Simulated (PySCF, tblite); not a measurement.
Isomers of C4H10OSi, one GFN2-xTB conformer each. Single-point energies are computed at PBE0/pcSseg-1 (PySCF, gas phase, no added dispersion term), electronic only.

Question: Rank them by PBE0/pcSseg-1 energy, lowest first (kcal/mol).
A. `[OH:1][CH2:2][C@H:3]1[CH2:4][CH2:5][SiH2:6]1` with H–O1–C2–C3 -57°, O1–C2–C3–C4 -166°
B. `[CH3:1][CH2:2][CH2:3][SiH2:4][CH:5]=[O:6]` with C1–C2–C3–Si4 -63°, C2–C3–Si4–C5 -170°, C3–Si4–C5–O6 119°

Answer: B (0.0), A (5.2).

As drawn, the lower has a C=O bond, which the higher lacks; the higher has a four-membered ring and an O–H bond, which the lower lacks. GFN2-xTB itself gives, in the same order: 8.1, 0.0. GFN2-xTB puts OC[C@H]1CC[SiH2]1 lowest instead.

Which frontier levels, dipoles and rotational constants go with these structures?

```csv
SMILES,"HOMO (eV, PBE0/pcSseg-1)",LUMO (eV),dipole (D),"A, B, C (MHz)"
CCC[SiH2]C=O,-6.76,-1.26,3.07,"8614, 1132, 1076"
OC[C@H]1CC[SiH2]1,-7.43,0.44,1.68,"4848, 2062, 1589"
```

What happens when harmonic zero-point energies from GFN2-xTB frequencies are added?

```tsv
SMILES	ZPE (kcal/mol)	electronic (kcal/mol)	with ZPE (kcal/mol)
CCC[SiH2]C=O	79.5	0.0	0.0
OC[C@H]1CC[SiH2]1	81.1	5.2	6.8
```

The zero-point energies span 1.6 kcal/mol. The order is unchanged.

As an exercise, what shares would exp(−E/RT) give at 500 K from these electronic energies alone (no entropy, no degeneracies)?

RT = 0.994 kcal/mol: CCC[SiH2]C=O 99.5 %, OC[C@H]1CC[SiH2]1 0.5 %.
